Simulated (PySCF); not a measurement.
## Vibration and rotation of InO

UHF-CCSD(T) constants of InO, ²Π (doublet), unpaired electrons π ↑ (basis In def2-TZVPPD with ECP28, O def2-TZVPPD; scalar-relativistic core potentials; PySCF 2.14; masses 114.9039 and 15.9949 u):

* ωe: 506.7 cm⁻¹
* ωexe: 2.69 cm⁻¹
* Be: 0.27615 cm⁻¹
* αe: 0.00209 cm⁻¹
* De to In + O: 3.42 eV

(1) What force constant and bond length do these constants imply?

(2) Estimate the centrifugal constant D from the Kratzer relation and find the Dunham coefficient a1.

Correlated steps freeze 5 core orbitals. Spin–orbit coupling is left out, which matters for elements this heavy, above all for dissociation energies. The state is the lowest determinant that a PBE0 search found; another state may lie lower at other levels.

## Answers

(1) Reduced mass μred = 14.040 u; k = 5.8918×10⁻⁷·μred·ωe² (u, cm⁻¹, mdyn/Å) = 2.12 mdyn/Å; Re = √(16.8576/(μred·Be)) (u, cm⁻¹, Å) = 2.085 Å.

(2) D = 4Be³/ωe² = 3.28e-07 cm⁻¹; a1 = −1 − αeωe/(6Be²) = -3.31.
